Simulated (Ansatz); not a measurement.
Reaction (redistribution): `O[SiH2][CH2][GeH3]` + `CN[SiH](C)O` → `C[SiH](O)N[SiH2]O` + `C[CH2][GeH3]`

Gas-phase electronic energies from Ansatz, PBE0-D4/def2-TZVP geometries. CCSD(T)/CBS is the MP2 limit (def2-TZVPP, def2-QZVPP) plus CCSD(T) − MP2 in def2-TZVPP, frozen cores. For Ge outer-core shells are correlated without core-valence functions, which leaves a few kJ/mol of doubt a bond. Scalar relativity is left out up to krypton. Each species was taken in one conformer, which may not be the lowest.

| level | ΔE (kcal/mol) |
| --- | --- |
| HF/def2-TZVPP | -24.9 |
| MP2/def2-TZVPP | -25.4 |

Q: What does CCSD(T)/CBS give? (Estimate.)

A: The calculation gave: -24.7 kcal/mol. The listed levels differ from it by -0.2, -0.7 kcal/mol.

Largest T1 diagnostic among the species: 0.011.
